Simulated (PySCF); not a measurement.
System: CH₆BO₂ (charge +1, singlet). It need not be the lowest isomer of its formula. SMILES: B(O)(C)[OH2+]
Structure (B3LYP-D3(BJ)/def2-TZVP (Ansatz) minimum search):
```xyz
10

C      1.4544    -0.5215    -0.2344
B      0.0903     0.1223     0.0614
O     -0.3485     1.2416     0.6048
O     -1.1232    -0.6699    -0.3460
H      1.5591    -1.4856     0.2736
H      1.5828    -0.7098    -1.3052
H      2.2778     0.1140     0.0901
H      0.2883     1.8890     0.9324
H     -2.0206    -0.3226    -0.1888
H     -1.0918    -1.5410    -0.7735
```
Charge +1, spin multiplicity 1.

Dispersion corrections to the total energy (kcal/mol) from the dftd3 and dftd4 libraries through PySCF: D3(BJ) without and D4 with the three-body term, each with the damping fitted for the functional named.

```
functional  D3(BJ)      D4
----------  ------  ------
B2GP-PLYP    -1.74   -1.04
HF          -27.24  -10.01
B2PLYP       -2.45     [?]
PBE0         -2.75     [?]
B3LYP        -5.49   -4.07
LC-wPBE      -2.90   -2.80
TPSSh        -3.67     [?]
```

**Question.** Complete the blanks.

**Answer.** 
- B2PLYP, D4: -1.77
- PBE0, D4: -2.11
- TPSSh, D4: -3.13
